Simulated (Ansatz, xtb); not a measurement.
Two isomers of C3H5BN2

Structure X: `Bc1ncc[nH]1`, a singlet. Structure Y: `Bc1cnc[nH]1`, a singlet. Both are isolated molecules in the gas phase, relaxed with r2SCAN-D4/def2-SVP; the shapes shown needn't be the lowest conformers.

X (Å):

```yaml
atoms:
  - { symbol: C, position_ang: [-2.0966, 0.6541, 1.3251] }
  - { symbol: C, position_ang: [-3.1596, -0.2810, -0.3128] }
  - { symbol: C, position_ang: [-1.8473, -0.7553, -0.3868] }
  - { symbol: B, position_ang: [-1.7182, 1.4814, 2.5445] }
  - { symbol: N, position_ang: [-3.2981, 0.5683, 0.7236] }
  - { symbol: N, position_ang: [-1.2012, -0.1611, 0.6419] }
  - { symbol: H, position_ang: [-2.5449, 2.1656, 3.0874] }
  - { symbol: H, position_ang: [-0.5796, 1.4389, 2.9551] }
  - { symbol: H, position_ang: [-3.9895, -0.5325, -0.9754] }
  - { symbol: H, position_ang: [-1.3565, -1.4442, -1.0729] }
  - { symbol: H, position_ang: [-0.2234, -0.2814, 0.8865] }
```

Y (Å):

```xyz
11

C    -1.9256    0.5520    1.1555
C    -3.3037    0.3699    0.9468
C    -2.3655   -1.0004   -0.3798
B    -1.1566    1.4721    2.0763
N    -3.5621   -0.5747    0.0130
N    -1.3657   -0.3665    0.2646
H     0.0540    1.4587    2.0891
H    -1.7610    2.2233    2.8016
H    -4.1063    0.9063    1.4569
H    -2.1878   -1.7706   -1.1330
H    -0.3703   -0.5178    0.1374
```

Question: Estimate which is lower in electronic energy at CCSD(T)/def2-SVP + ΔMP2/def2-TZVPP, and by roughly how much.

Answer: The CCSD(T)/def2-SVP + ΔMP2/def2-TZVPP calculation puts structure Y lower, by 15.9 kJ/mol.

The same difference at several levels:

```json
{"level": "GFN2-xTB", "geometry": "GFN2-xTB", "E(Y) − E(X) (kJ/mol)": "−10.5", "departure from the last row (kJ/mol)": "+5.3", "job, with rough time for the two": "optimisation, 0.096 s"}
{"level": "HF/STO-3G", "geometry": "GFN2-xTB", "E(Y) − E(X) (kJ/mol)": "−9.8", "departure from the last row (kJ/mol)": "+6.1", "job, with rough time for the two": "single point, 0.24 s"}
{"level": "r2SCAN-D4/def2-SVP//GFN2-xTB", "geometry": "GFN2-xTB", "E(Y) − E(X) (kJ/mol)": "−14.8", "departure from the last row (kJ/mol)": "+1.1", "job, with rough time for the two": "single point, 1.9 s"}
{"level": "r2SCAN-D4/def2-SVP", "geometry": "r2SCAN-D4/def2-SVP", "E(Y) − E(X) (kJ/mol)": "−14.7", "departure from the last row (kJ/mol)": "+1.1", "job, with rough time for the two": "optimisation, 16 s"}
{"level": "HF/def2-SVP", "geometry": "r2SCAN-D4/def2-SVP", "E(Y) − E(X) (kJ/mol)": "−25.2", "departure from the last row (kJ/mol)": "−9.4", "job, with rough time for the two": "part of the CCSD(T) run"}
{"level": "MP2/def2-SVP", "geometry": "r2SCAN-D4/def2-SVP", "E(Y) − E(X) (kJ/mol)": "−13.9", "departure from the last row (kJ/mol)": "+2.0", "job, with rough time for the two": "part of the CCSD(T) run"}
{"level": "CCSD(T)/def2-SVP", "geometry": "r2SCAN-D4/def2-SVP", "E(Y) − E(X) (kJ/mol)": "−17.7", "departure from the last row (kJ/mol)": "−1.8", "job, with rough time for the two": "single point"}
{"level": "CCSD(T)/def2-SVP + ΔMP2/def2-TZVPP", "geometry": "r2SCAN-D4/def2-SVP", "E(Y) − E(X) (kJ/mol)": "−15.9", "departure from the last row (kJ/mol)": "", "job, with rough time for the two": "single point, 20 s"}
```

As drawn, both hold the same kinds of bond in the same numbers.

None of the levels shown reverses the order. The largest departure from CCSD(T)/def2-SVP + ΔMP2/def2-TZVPP is that of HF/def2-SVP, 9.4 kJ/mol. The last row adds to CCSD(T) the change of the MP2 difference between the two basis sets, here +1.8 kJ/mol.

With harmonic frequencies from r2SCAN-D4/def2-SVP (ideal gas, rigid rotor, one conformer each, 298.15 K, 1 atm): the zero-point term adds +0.8 kJ/mol; ΔH is −15.0 and ΔG −15.2 kJ/mol.

The correlated steps freeze 6 core orbitals. Programs: Ansatz 0.2.0, xtb 6.7.1; the last row on 2 threads of Intel(R) Xeon(R) 6975P-C (Granite Rapids) on a shared host.
